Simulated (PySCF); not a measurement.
PySCF job for C4H4O3, SMILES C=C1OCOC1=O, TPSSh-D3(BJ)/def2-SVP. Coordinates come from a TPSSh-D3(BJ)/def2-SVP optimisation. The values are those of a single conformer.

```python
import numpy as np
from pyscf import gto, scf, dft, df
from pyscf.hessian import thermo

mol = gto.M(
    atom='''
    C    -1.05748905   -1.85365002   -0.00000000
    C    -0.58354979   -0.60201200   -0.00000000
    O    -1.32956335    0.53726997    0.00000000
    C    -0.44650918    1.65192566    0.00000000
    O     0.87487961    1.15469581    0.00000000
    C     0.85564656   -0.21698475   -0.00000000
    O     1.84052673   -0.89796769   -0.00000000
    H    -0.33902728   -2.67321810   -0.00000000
    H    -2.12667315   -2.06535988   -0.00000000
    H    -0.61481737    2.25545996    0.90665316
    H    -0.61481737    2.25545996   -0.90665316
    ''',
    basis='def2-SVP',
    charge=0,
    spin=0,
    max_memory=1600,
    verbose=3,
)
mf = dft.RKS(mol, xc='tpssh').density_fit(auxbasis='def2-universal-jkfit')
mf.disp = 'd3bj'
mf.grids.level = 4
mf.conv_tol = 1e-11
mf.max_cycle = 100
mf.kernel()

# [left out here: the lines that compute and print the analytic Hessian (its translational invariance restored by hand, since the grid's response is missing), thermochemistry and intensities]
```

Log of the run:

```
[...]
Mode                                 6                   7                   8
Irrep
Freq [cm^-1]                      709.5597            758.4614            780.6138
Reduced mass [au]                   1.5195              9.9181              2.8981
Force const [Dyne/A]                0.4507              3.3616              1.0405
Char temp [K]                    1020.8984           1091.2571           1123.1295
Normal mode                   x     y     z       x     y     z       x     y     z
       0   C                 0.00  0.00  0.02    0.01 -0.01  0.00   -0.00 -0.00 -0.00
       1   C                 0.00  0.00 -0.13    0.05 -0.02 -0.00   -0.00 -0.00  0.09
       2   O                -0.00 -0.00  0.05    0.14  0.04 -0.00   -0.00  0.00  0.00
       3   C                 0.00 -0.00  0.01   -0.03  0.10  0.00   -0.00  0.00  0.00
       4   O                 0.00  0.00 -0.02   -0.15 -0.03  0.00    0.00  0.00  0.04
       5   C                -0.00  0.00  0.08   -0.02 -0.07 -0.00    0.00  0.00 -0.21
       6   O                -0.00  0.00 -0.03    0.01 -0.03 -0.00    0.00 -0.00  0.05
       7   H                -0.00 -0.00  0.68    0.00 -0.02  0.00    0.00  0.00  0.33
       8   H                -0.00  0.00 -0.40    0.01 -0.00 -0.00   -0.00 -0.00 -0.42
       9   H                -0.01 -0.01  0.01   -0.05  0.12 -0.00    0.00  0.01  0.00
      10   H                 0.01  0.01  0.01   -0.05  0.12  0.00   -0.00 -0.01  0.00
Mode                                 9                  10                  11
Irrep
Freq [cm^-1]                      796.2085            867.8025            912.3790
Reduced mass [au]                   5.7627              1.3602              2.0363
Force const [Dyne/A]                2.1524              0.6035              0.9987
Char temp [K]                    1145.5668           1248.5745           1312.7102
Normal mode                   x     y     z       x     y     z       x     y     z
       0   C                -0.06 -0.09  0.00   -0.00  0.00  0.14   -0.09  0.07 -0.00
       1   C                -0.06 -0.04 -0.00   -0.00  0.00 -0.05   -0.05  0.03  0.00
       2   O                -0.04  0.04 -0.00    0.00 -0.00  0.01    0.11 -0.02 -0.00
       3   C                -0.05  0.09  0.00    0.00 -0.00  0.00   -0.05 -0.10  0.00
       4   O                 0.03  0.10 -0.00    0.00 -0.00 -0.00    0.01  0.02 -0.00
       5   C                 0.09 -0.02  0.00   -0.00 -0.00  0.01    0.01  0.01 -0.00
       6   O                 0.08 -0.09 -0.00   -0.00  0.00 -0.00   -0.00  0.00  0.00
       7   H                 0.04 -0.00  0.00    0.00  0.00 -0.56    0.30  0.40  0.00
       8   H                -0.03 -0.29  0.00    0.00 -0.00 -0.63    0.01 -0.40  0.00
       9   H                -0.07  0.08  0.00   -0.00  0.01 -0.00   -0.10 -0.10 -0.00
      10   H                -0.07  0.08 -0.00    0.00 -0.01 -0.00   -0.10 -0.10  0.00
Mode                                12                  13                  14
Irrep
Freq [cm^-1]                     1023.7592           1105.8020           1133.6597
Reduced mass [au]                   9.9808              5.7255              3.8384
Force const [Dyne/A]                6.1632              4.1249              2.9065
Char temp [K]                    1472.9615           1591.0029           1631.0839
Normal mode                   x     y     z       x     y     z       x     y     z
       0   C                 0.01  0.06  0.00   -0.03 -0.02 -0.00    0.07 -0.03 -0.00
       1   C                -0.03  0.04 -0.00    0.01 -0.01  0.00   -0.08  0.03 -0.00
       2   O                -0.02 -0.13 -0.00   -0.03  0.02  0.00    0.04  0.10 -0.00
       3   C                 0.13  0.06  0.00    0.13 -0.09 -0.00    0.01 -0.14  0.00
       4   O                -0.04  0.09 -0.00   -0.14  0.03  0.00   -0.01  0.09 -0.00
       5   C                -0.05 -0.12 -0.00    0.08  0.11  0.00   -0.03 -0.08 -0.00
       6   O                 0.02 -0.00  0.00   -0.01 -0.04 -0.00    0.03 -0.01  0.00
       7   H                 0.06  0.11  0.00    0.01  0.01 -0.00   -0.15 -0.22  0.00
       8   H                 0.01  0.05  0.00   -0.01 -0.12  0.00    0.01  0.23 -0.00
       9   H                -0.07 -0.01  0.00    0.21 -0.05 -0.01   -0.13 -0.15 -0.02
      10   H                -0.07 -0.01 -0.00    0.21 -0.05  0.01   -0.13 -0.15  0.02
Mode                                15                  16                  17
Irrep
Freq [cm^-1]                     1141.4319           1206.9062           1336.3758
Reduced mass [au]                   1.4831              1.0431              6.4010
Force const [Dyne/A]                1.1385              0.8952              6.7352
Char temp [K]                    1642.2663           1736.4694           1922.7473
Normal mode                   x     y     z       x     y     z       x     y     z
       0   C                 0.00 -0.00 -0.00   -0.00  0.00 -0.00   -0.04  0.02 -0.00
       1   C                -0.00  0.00  0.01    0.00 -0.00  0.01    0.18 -0.06 -0.00
       2   O                 0.00  0.00  0.04   -0.00 -0.00  0.03   -0.06  0.07 -0.00
       3   C                -0.00 -0.00 -0.15   -0.00  0.00  0.01   -0.00 -0.05  0.00
       4   O                 0.00  0.00  0.04    0.00 -0.00 -0.04    0.01  0.06 -0.00
       5   C                -0.00 -0.00  0.00   -0.00 -0.00 -0.01   -0.07 -0.11  0.00
       6   O                 0.00  0.00 -0.00   -0.00  0.00  0.00   -0.02  0.02 -0.00
       7   H                -0.00 -0.00 -0.02    0.00  0.00 -0.02    0.07  0.11  0.00
       8   H                 0.00  0.00  0.00   -0.00 -0.00  0.01    0.00 -0.21 -0.00
       9   H                 0.11 -0.52  0.20   -0.67 -0.16 -0.01    0.10  0.03 -0.03
      10   H                -0.11  0.52  0.20    0.67  0.16 -0.01    0.10  0.03  0.03
Mode                                18                  19                  20
Irrep
Freq [cm^-1]                     1398.1311           1444.1710           1541.3061
Reduced mass [au]                   1.1744              1.3698              1.0940
Force const [Dyne/A]                1.3526              1.6832              1.5312
Char temp [K]                    2011.5994           2077.8405           2217.5964
Normal mode                   x     y     z       x     y     z       x     y     z
       0   C                 0.00  0.03  0.00    0.03  0.03 -0.00   -0.01 -0.01  0.00
       1   C                 0.05  0.08  0.00   -0.05  0.05 -0.00    0.02  0.00  0.00
       2   O                -0.01 -0.00  0.00    0.03 -0.05 -0.00    0.00  0.01  0.00
       3   C                 0.04  0.01 -0.00   -0.09 -0.02  0.00   -0.03  0.07 -0.00
       4   O                 0.00 -0.03  0.00    0.00  0.04 -0.00   -0.01  0.01 -0.00
       5   C                 0.01  0.00  0.00   -0.02 -0.03 -0.00   -0.01 -0.01 -0.00
       6   O                -0.01  0.01  0.00    0.01 -0.00 -0.00    0.00 -0.00 -0.00
       7   H                -0.45 -0.37 -0.00   -0.23 -0.19  0.00    0.02  0.02 -0.00
       8   H                 0.12 -0.60  0.00    0.07 -0.20 -0.00   -0.01  0.01  0.00
       9   H                -0.23 -0.09  0.02    0.51  0.15 -0.00    0.16 -0.52  0.40
      10   H                -0.23 -0.09 -0.02    0.51  0.15  0.00    0.16 -0.52 -0.40
Mode                                21                  22                  23
Irrep
Freq [cm^-1]                     1738.7485           1902.7897           3046.5784
Reduced mass [au]                   7.0218             12.8653              1.0554
Force const [Dyne/A]               12.5076             27.4442              5.7713
Char temp [K]                    2501.6719           2737.6908           4383.3480
Normal mode                   x     y     z       x     y     z       x     y     z
       0   C                 0.06  0.16  0.00    0.00 -0.00  0.00    0.00 -0.00  0.00
       1   C                -0.07 -0.21  0.00   -0.02 -0.00  0.00   -0.00  0.00  0.00
       2   O                -0.00  0.02  0.00   -0.00  0.01  0.00   -0.00 -0.00  0.00
       3   C                 0.01  0.01 -0.00   -0.01  0.01  0.00    0.02 -0.06 -0.00
       4   O                -0.00  0.01 -0.00   -0.01 -0.00 -0.00    0.00 -0.00 -0.00
       5   C                 0.01  0.02 -0.00    0.20 -0.12 -0.00   -0.00  0.00 -0.00
       6   O                 0.00 -0.01  0.00   -0.12  0.08 -0.00    0.00 -0.00 -0.00
       7   H                -0.17 -0.01  0.00    0.01  0.00 -0.00    0.00 -0.00  0.00
       8   H                 0.14 -0.10  0.00   -0.00  0.02  0.00   -0.00 -0.00  0.00
       9   H                -0.03 -0.02  0.02    0.02  0.00  0.01   -0.10  0.36  0.58
      10   H                -0.03 -0.02 -0.02    0.02  0.00 -0.01   -0.10  0.36 -0.58
Mode                                24                  25                  26
Irrep
Freq [cm^-1]                     3108.6182           3179.0377           3292.2356
Reduced mass [au]                   1.1191              1.0598              1.1204
Force const [Dyne/A]                6.3718              6.3104              7.1551
Char temp [K]                    4472.6095           4573.9275           4736.7941
Normal mode                   x     y     z       x     y     z       x     y     z
       0   C                 0.00 -0.00 -0.00   -0.02 -0.06 -0.00   -0.09  0.03  0.00
       1   C                -0.00 -0.00 -0.00    0.00  0.01  0.00   -0.00  0.00 -0.00
       2   O                 0.00 -0.00  0.00   -0.00  0.00 -0.00    0.00 -0.00 -0.00
       3   C                -0.00  0.00 -0.09   -0.00 -0.00  0.00    0.00 -0.00  0.00
       4   O                -0.00  0.00  0.00    0.00 -0.00 -0.00    0.00  0.00 -0.00
       5   C                -0.00 -0.00 -0.00    0.00 -0.00  0.00   -0.00  0.00  0.00
       6   O                -0.00  0.00 -0.00   -0.00  0.00 -0.00    0.00 -0.00  0.00
       7   H                -0.00  0.00 -0.00   -0.45  0.51  0.00    0.43 -0.51 -0.00
       8   H                 0.00 -0.00  0.00    0.68  0.13  0.00    0.65  0.13  0.00
       9   H                -0.10  0.36  0.55    0.00  0.00  0.00   -0.00 -0.00 -0.00
      10   H                 0.10 -0.36  0.55    0.00  0.00 -0.00   -0.00 -0.00  0.00
temperature 298.1500 [K]
pressure 101325.00 [Pa]
Rotational constants [GHz] 3.89206 3.56457 1.88354
Symmetry number 1
Zero-point energy (ZPE) 0.07869 [Eh]   206591.268 [J/mol]
                           tot       elec      trans        rot        vib
Entropy [J/mol/K]       325.030      0.000    166.189    112.597     46.244
Cv [J/mol/K]             86.940      0.000     12.472     12.472     61.996
Cp [J/mol/K]             95.254      0.000     20.786     12.472     61.996
Internal energy [J/mol]                      3718.434   3718.434 214658.980
Internal energy [Eh]   -380.13620  -380.22079
Enthalpy [J/mol]                             6197.391   3718.434 214658.980
Enthalpy [Eh]          -380.13526
Gibbs free energy [J/mol]                  -43351.913 -29852.232 200871.204
Gibbs free energy [Eh] -380.17217
mode   freq/cm-1   IR/(km/mol)
   1      100.28         9.454
   2      160.58         0.058
   3      290.48         3.617
   4      392.77         2.812
   5      532.91         1.601
   6      637.78         1.304
   7      709.56         3.598
   8      758.46         1.186
   9      780.61        12.848
  10      796.21         3.808
  11      867.80        46.170
  12      912.38         9.026
  13     1023.76        42.800
  14     1105.80       100.435
  15     1133.66       169.914
  16     1141.43        10.200
  17     1206.91         0.045
  18     1336.38       478.268
  19     1398.13         0.068
  20     1444.17        14.168
  21     1541.31         2.354
  22     1738.75        53.808
  23     1902.79       302.035
  24     3046.58        76.877
  25     3108.62        29.627
  26     3179.04         1.953
  27     3292.24         0.269
max |gradient| / (hartree/bohr): 1.0009290752083392e-05
APT charges: [-0.2046  0.2959 -0.7215  0.9168 -0.8161  1.1842 -0.6914  0.0792  0.0718
 -0.0571 -0.0571]
```

The run converged.
